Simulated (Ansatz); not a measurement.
Reaction (isomerisation): `[GeH3][CH2]CBr` → `[CH3][GeH2][CH2]Br`

Calculated with Ansatz (gas phase, PBE0-D4/def2-TZVP geometries, no zero-point term in ΔE). CCSD(T)/CBS adds triple-zeta CCSD(T) − MP2 to the extrapolated MP2 energy (def2 sets, frozen cores). DFT in def2-TZVPP. For Br, Ge outer-core shells are correlated without core-valence functions, which leaves a few kJ/mol of doubt a bond. Scalar relativity is left out up to krypton. Each species was taken in one conformer, which may not be the lowest.

`[GeH3][CH2]CBr`:

```xyz
11

Ge    0.902   -1.235    0.422
C    -0.426   -0.135   -0.532
C    -0.499    1.255    0.032
Br   -1.816    2.363   -0.906
H     0.524   -1.337    1.909
H     0.940   -2.642   -0.193
H     2.294   -0.589    0.307
H    -1.394   -0.635   -0.460
H    -0.149   -0.111   -1.588
H    -0.816    1.269    1.074
H     0.440    1.797   -0.063
```

`[CH3][GeH2][CH2]Br`:

Z-matrix (Å, degrees):
```
C
Ge 1 1.946
H 1 1.091 2 110.3
H 1 1.090 2 109.8 3 -120.0
H 1 1.091 2 110.3 3 120.1
C 2 1.967 1 109.9 3 177.9
H 2 1.538 1 111.4 3 58.3
H 2 1.544 1 111.0 3 -63.7
Br 6 1.944 2 110.7 1 -58.7
H 6 1.089 2 111.8 1 59.8
H 6 1.088 2 112.0 1 -177.4
```

```tsv
level	ΔE (eV)
B2PLYP	-0.26
HF/def2-QZVPP	-0.23
```

**Question.** What does CCSD(T)/CBS give? (An estimate is asked.)

**Answer.** Computed: -0.27 eV. The listed levels differ from it by 0.01, 0.04 eV.

Largest T1 diagnostic among the species: 0.010.

In def2-TZVPP, CCSD(T) changes the Hartree–Fock value by −0.05 eV (the triples alone add −0.00 eV) and MP2 by −0.07 eV.
